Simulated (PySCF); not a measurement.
## H₃IS, singlet: computed properties

These are results of PBE0/[I def2-TZVP with ECP28, S def2-TZVP, H def2-TZVP], scalar-relativistic core potentials, density fitting, no spin–orbit coupling, PySCF, not measurements.

The structure is a minimum.

```xyz
5
charge 0 multiplicity 1, angstrom
I     0.0000    0.4163   -0.1553
S     0.0000   -1.7398    0.5806
H     1.7278    0.4883    0.1712
H     0.0000    1.7998    0.8014
H    -1.7278    0.4883    0.1712
```

```
Point group                                                                   : Cs
Bond lengths                                                                  : I–H 1.682 Å, I–H 1.760 Å (×2), I–S 2.278 Å
Bond angles                                                                   : H–I–H 82.0° (×2), H–I–H 158.1°, H–I–S 88.8° (×2), H–I–S 126.5°
Principal polarisabilities                                                    : 38.1, 64.6, 80.3 bohr³
Enthalpy at 298.15 K above 0 K                                                : 12.30 kJ/mol
Dipole moment                                                                 : 4.09 D
Rotational symmetry number                                                    : 1
Highest occupied level                                                        : -6.58 eV
Entropy at 298.15 K and 1 bar                                                 : 281.9 J/(mol K)
Principal quadrupole moments (Buckingham, traceless) about the centre of mass : -1.94, -1.34, 3.28 D Å
Rotational constants                                                          : 2.102, 0.123, 0.1195 cm⁻¹
Heat capacity Cp at 298.15 K                                                  : 55.2 J/(mol K)
Zero-point energy                                                             : 57.7 kJ/mol
Atomisation energy without zero-point energy                                  : 515 kJ/mol
Lowest empty level                                                            : -2.53 eV
```

Harmonic modes (masses in u: I 126.904, S 31.972, H 1.008):
| symmetry | ω (cm⁻¹) | IR (km/mol) | type |
| --- | --- | --- | --- |
| a' | 351 | 16.8 | bend |
| a' | 433 | 16.3 | bend |
| a'' | 665 | 2.2 | bend |
| a' | 832 | 88.9 | bend |
| a' | 951 | 86.3 | bend |
| a'' | 1148 | 25.8 | bend |
| a'' | 1606 | 841 | stretch |
| a' | 1735 | 19.8 | stretch |
| a' | 1928 | 179 | stretch |

Charges (e):
| atom | Mulliken | Löwdin | polar tensor | Mayer order to I1 |
| --- | --- | --- | --- | --- |
| I1 | 0.42 | 0.49 | 1.27 | – |
| S2 | -0.45 | -0.36 | -0.47 | 1.38 |
| H3,5 | -0.03 | -0.07 | -0.34 | 0.76 |
| H4 | 0.09 | 0.01 | -0.13 | 0.79 |

Mulliken populations on I1 (electrons outside its core potential): s 3.85, p 10.06, d 10.63, f 0.05.

Counting electrons, iodine keeps 2 of its valence electrons outside its bonds, so the VSEPR class is AX4E1 and the expected shape is see-saw; with unlike ligands the computed point group is Cs.

This need not be the most stable arrangement of these atoms.

The final relaxation and frequency run took 110 s on 2 threads of a shared Arm Neoverse N1 host, with 105 basis functions and 18 gradients; the process peaked at 1.4 GiB.
